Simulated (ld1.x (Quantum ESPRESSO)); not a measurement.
## Bi (Z = 83): TM pseudisation with PBE, scalar-relativistic reference atom.

```
Element                 : Bi
Generator               : ld1.x (Quantum ESPRESSO) 7.5
Type                    : norm-conserving Troullier–Martins (Kleinman–Bylander form)
Functional              : PBE
Relativity              : scalar-relativistic
Frozen core             : [Xe] 4f14 5d10
Valence charge          : 5
Reference configuration : 6s2 6p0 (charge +3)
Partial waves           : 6s (bound): rc 1.55 bohr; 6p (bound, empty): rc 2.05 bohr; 6d channel at 0.05 Ry: rc 2.25 bohr
Local potential         : the d channel
Core correction         : none
```

All-electron outer shells of the reference configuration (PBE, scalar-relativistic, ld1.x):

```tsv
shell	level (eV)	outermost node (bohr)	outermost maximum (bohr)
6s	-40.00	0.98	1.81
6p	-27.61	1.13	2.21
```

**Question.** Estimate the cutoffs (Ry, on a coarse ladder) from which the occupation-weighted sum of valence levels, in a spherical-Bessel basis at the reference potential, stays within 10 and 1 mRy of its value at 400 Ry.

**Answer.** 55 Ry and 110 Ry.

**Question.** Does the potential have ghost states?

**Answer.** Ghost states, extra bound levels that the all-electron valence spectrum of the same l lacks: s at -281.4 eV, p at -89.6 eV. A true bound ghost makes a file unfit for plane-wave use. The logarithmic derivative shows an extra or strongly shifted pseudo pole above the reference energy (d near 1.80 Ry).

**Question.** Tests: 6s2 6p3; 6s2 6p2; 6s2 6p1; 6s1 6p4; 6s0 6p5; 6s2 6p2.5; 6s2 6p3.3. Which has the largest error in its energy relative to the reference configuration, and how large is it?

**Answer.** 6s0 6p5, with +902 meV (all-electron minus pseudo) on -26.00 eV.
